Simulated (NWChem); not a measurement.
**Correlation energy of 1,1,1-trifluoroethane (C2H3F3)**

```xyz
8

C     -1.4629    -0.1194     0.0000
C      0.0309     0.0025     0.0000
F      0.4707     0.6625     1.0773
F      0.4707     0.6625    -1.0773
F      0.6225    -1.1972     0.0000
H     -1.7858    -0.6647     0.8958
H     -1.7858    -0.6647    -0.8958
H     -1.9121     0.8817     0.0000
```
Charge 0, spin multiplicity 1.

The numbers come from NWChem runs, not from measurements. Structure: optimised with PBE0/def2-SVP, a minimum by its harmonic frequencies.

Basis set: cc-pVDZ. Each correlation energy counts from its own Hartree-Fock reference.

The correlated methods keep 5 core orbitals frozen. Coupled-cluster values serve here as a point of comparison, not as the truth.

Task: Order these methods by the correlation energy they give, lowest first: RI-MP2, SCS-MP2, CCSD, CCSD+T(CCSD), CCSD(T).

Result: CCSD+T(CCSD) (-877.5 mHa), CCSD(T) (-875.9 mHa), CCSD (-857.8 mHa), RI-MP2 (-830.8 mHa), SCS-MP2 (-805.9 mHa)
